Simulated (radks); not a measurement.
Effect of the nuclear size on the nickel ion Ni2+, [Ar] 3d8. Method: Dirac Kohn-Sham, LDA (Slater exchange, Perdew-Wang correlation), spin-unpolarised, spherical densities, finite nucleus; open shells fill j = l - 1/2 first; Fermi nuclear charge, rms radius 3.7757 fm; computed with a radial shooting solver on a logarithmic mesh with Libxc functionals. The rms radius is varied about that value; shifts are against it.

rms radius (fm)	total energy shift (eV)	density at nucleus (e/bohr^3)	1s1/2 shift (meV)	2s1/2 shift (meV)	3s1/2 shift (meV)
3.1074	-0.0508	1.968e+04	-21.6	-2.02	-0.302
3.4963	-0.0224	1.956e+04	-9.52	-0.888	-0.133
3.7757	0	1.949e+04	0.000	0.000	0.000
3.9267	0.0128	1.945e+04	5.44	0.507	0.076
4.2439	0.0412	1.938e+04	17.5	1.63	0.245

Slopes of the eigenvalues against <r^2> in GHz/fm^2, as finite differences over the two radii next to the reference (eigenvalue slopes, not the field-shift constants of lines): 1s1/2 1130, 2s1/2 106, 3s1/2 15.8.
